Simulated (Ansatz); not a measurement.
Wavefunction ladder for C₂H₉NOSi, SMILES `C[SiH2]NCO`

Z-matrix (Å, degrees):
```
C
Si 1 1.868
H 1 1.094 2 110.5
H 1 1.093 2 111.0 3 -119.7
H 1 1.093 2 111.1 3 120.0
N 2 1.722 1 115.4 3 179.3
H 2 1.491 1 108.3 3 59.3
H 2 1.488 1 109.2 3 -60.7
C 6 1.429 2 125.2 1 -78.0
H 6 1.008 2 120.2 1 91.8
O 9 1.408 6 113.1 2 -123.8
H 9 1.100 6 107.9 2 -0.7
H 9 1.095 6 112.4 2 118.0
H 11 0.962 9 107.1 6 51.5
```

Charge 0, multiplicity 1. Geometry: relaxed with PBE0-D4/def2-TZVP. It is one conformer, not always the lowest. Frozen core, restricted reference, Ansatz. CBS rows extrapolate triple and quadruple zeta; past MP2 they add the triple-zeta difference.

| basis | HF (Eh) | MP2 corr. |
| --- | --- | --- |
| def2-TZVPP | -499.34739 | -0.93152 |
| def2-QZVPP | -499.36693 | -0.99803 |

Estimate the CCSD correlation energy and the (T) correction in each basis where they were run (hartree).


```json
{"basis": "def2-TZVPP", "CCSD corr.": "-0.98026", "(T)": "-0.03640"}
{"basis": "CBS(def2)", "CCSD corr.": "-1.09604", "(T)": "as TZ"}
```
